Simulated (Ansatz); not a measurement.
## Worked example: GaH2(CH3) + C2HCl3Si → GaH2Cl + C3H4Cl2Si

Gas-phase species: GaH2(CH3), singlet; C2HCl3Si `C#C[Si](Cl)(Cl)Cl`, singlet; GaH2Cl `[Cl][GaH2]`, singlet; C3H4Cl2Si `C#C[Si](C)(Cl)Cl`, singlet. The partners trade CH3 for Cl: Ga–CH3 and Si–Cl bonds give way to Ga–Cl and Si–CH3.

Shapes, held fixed at every level: PBE0-D4/def2-TZVP. Programs: Ansatz 0.2.0. Electronic energies: no zero-point or thermal term.

At CCSD(T)/def2-TZVPP; 1 Eh = 2625.50 kJ/mol:

```
  species   energy (Eh)
GaH2(CH3)  -1964.481514
 C2HCl3Si  -1745.014344
   GaH2Cl  -2384.429188
C3H4Cl2Si  -1325.091060
```

Work out ΔE of the reaction at this level.


1. Products less reactants: (-2384.429188) + (-1325.091060) − [(-1964.481514) + (-1745.014344)] = -0.024390 Eh = -64.0 kJ/mol.

Other levels give -73.3 (CCSD/def2-SVP) to -59.8 kJ/mol (SPW92/def2-TZVPP). No measured value is set beside it here. Relativity is left out for Ga. Outer-core shells of Ga are correlated, in sets that cover them unevenly.
